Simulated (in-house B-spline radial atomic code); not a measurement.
Mo IV (Mo3+) is squeezed into an impenetrable sphere of radius R (the orbitals vanish at R). Computed with an all-electron radial atomic-structure program (B-spline basis): Dirac-Hartree-Fock, average of configuration, Fermi nucleus of rms radius 4.4091 fm.

Energies in eV above the free ion in [Kr] 4d3:

```csv
R (bohr),highest level (eV),[Kr] 4d3,[Kr] 4d2 4f1,[Ar] 3d10 4s2 4p5 4d3 4f1
8.92,-38.9,0,23.95,63.98
5.78,-38.9,0.01035,25.51,65.43
4.98,-38.8,0.07756,27.17,66.99
4.24,-38.5,0.4632,30.19,69.9
3.31,-36.5,4.21,40.02,80.01
3.12,-35.5,6.696,44.28,84.57
2.53,-27.6,30.57,75.1,117.8
2.37,-23.1,47.31,94.1,138.1
1.61,46.4,441.4,496,554
1.55,59.6,533.6,587.6,647.2
```

Question: Does [Kr] 4d2 4f1 fall below [Kr] 4d3 under compression?

Answer: No, it stays above over the whole range.

Question: Does [Ar] 3d10 4s2 4p5 4d3 4f1 fall below [Kr] 4d3 under compression?

Answer: No, it stays above over the whole range.

The highest level is first positive in the row R = 1.61 bohr, pushed up by confinement above the zero of the free ion's potential. Each configuration is held fixed and needn't be the lowest in the sphere.
